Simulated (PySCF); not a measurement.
**Electron correlation in Tl (thallium, neutral)**

Starting occupation: [Xe] 4f14 5d10 6s2 6p1, 6p3/2 with m_j = +3/2. Computed with PySCF 2.14 in x2c-SVPall-2c with one added diffuse shell each of s, p type (8s12p7d2f, 93 functions), with X2C-1e with screened-nucleus spin-orbit coupling, Gaussian nucleus. Frozen: [Kr] 4d10 4f14; 21 electrons correlated; the 22 highest virtual spinors left out.

MP2 pair energies summed by pair of shells (mhartree):

```json
{"pair": "5d3/2-5d5/2", "energy": "-89.16", "share (%)": "26.1"}
{"pair": "5d5/2-5d5/2", "energy": "-62.71", "share (%)": "18.3"}
{"pair": "5d5/2-6s1/2", "energy": "-42.70", "share (%)": "12.5"}
{"pair": "5d3/2-6s1/2", "energy": "-29.05", "share (%)": "8.5"}
{"pair": "5d3/2-5d3/2", "energy": "-28.27", "share (%)": "8.3"}
{"pair": "6s1/2-6s1/2", "energy": "-14.79", "share (%)": "4.3"}
{"pair": "5d5/2-5p3/2", "energy": "-12.18", "share (%)": "3.6"}
{"pair": "6p3/2-6s1/2", "energy": "-9.16", "share (%)": "2.7"}
{"pair": "5d3/2-5p3/2", "energy": "-7.64", "share (%)": "2.2"}
{"pair": "5p3/2-5p3/2", "energy": "-7.39", "share (%)": "2.2"}
{"pair": "5p1/2-5p3/2", "energy": "-6.92", "share (%)": "2.0"}
{"pair": "5d5/2-6p3/2", "energy": "-5.97", "share (%)": "1.7"}
{"pair": "5d5/2-5p1/2", "energy": "-4.76", "share (%)": "1.4"}
{"pair": "5d3/2-6p3/2", "energy": "-3.80", "share (%)": "1.1"}
{"pair": "5d3/2-5p1/2", "energy": "-3.17", "share (%)": "0.9"}
{"pair": "5d5/2-5s1/2", "energy": "-3.06", "share (%)": "0.9"}
{"pair": "5p3/2-6s1/2", "energy": "-2.75", "share (%)": "0.8"}
{"pair": "5d3/2-5s1/2", "energy": "-1.92", "share (%)": "0.6"}
{"pair": "5p3/2-5s1/2", "energy": "-1.66", "share (%)": "0.5"}
{"pair": "5p1/2-5p1/2", "energy": "-1.48", "share (%)": "0.4"}
{"pair": "5s1/2-5s1/2", "energy": "-0.86", "share (%)": "0.3"}
{"pair": "5p1/2-6s1/2", "energy": "-0.85", "share (%)": "0.2"}
{"pair": "5p1/2-5s1/2", "energy": "-0.75", "share (%)": "0.2"}
{"pair": "5p3/2-6p3/2", "energy": "-0.48", "share (%)": "0.1"}
{"pair": "5s1/2-6s1/2", "energy": "-0.40", "share (%)": "0.1"}
{"pair": "5p1/2-6p3/2", "energy": "-0.19", "share (%)": "0.1"}
{"pair": "5s1/2-6p3/2", "energy": "-0.03", "share (%)": "0.0"}
```

Total MP2 correlation energy: -342.10 mhartree.

This basis was not built for core-valence correlation, so the inner-shell part is incomplete.
